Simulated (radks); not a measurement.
Results of a calculation; reference values are marked as such.
Fractional charge and spin in the 4p shell of rubidium: the spin-up occupation runs from 2 to 3 and the spin-down occupation from 2 to 3; the fullest corner is Rb, [Ar] 3d10 4s2 5s(up 0.5, down 0.5) 4p(up 3, down 3). Code: a radial shooting solver on a logarithmic mesh with Libxc functionals. Model: scalar-relativistic Kohn-Sham, PBEsol, spin-polarised, spherical densities, point nucleus. Energy (eV) above the fullest corner. The planes named below are the two flat planes that join the four corners, with an edge along up + down = one added electron.

down \ up       2    2.25     2.5    2.75       3
2          53.675  44.393  35.849  28.029  20.917
2.25       44.393  35.911  28.148  21.091  14.723
2.5        35.849  28.148  21.149  14.835   9.187
2.75       28.029  21.091  14.835   9.241   4.288
3          20.917  14.723   9.187   4.288   0.000

Corners above the fullest one (they belong to Rb+ and the next ion): (up 3, down 2) 20.917 eV, (up 2, down 3) 20.917 eV, (up 2, down 2) 53.675 eV. With half an added electron in each spin the energy lies 0.232 eV from the planes, and with half an added electron in spin up alone -1.447 eV. The planes are only a guide here: the flat-plane condition holds for ground states with one frontier orbital, while this shell lies below other occupied shells, so the corners above the fullest one are inner-hole states and not the ground states of those ions.
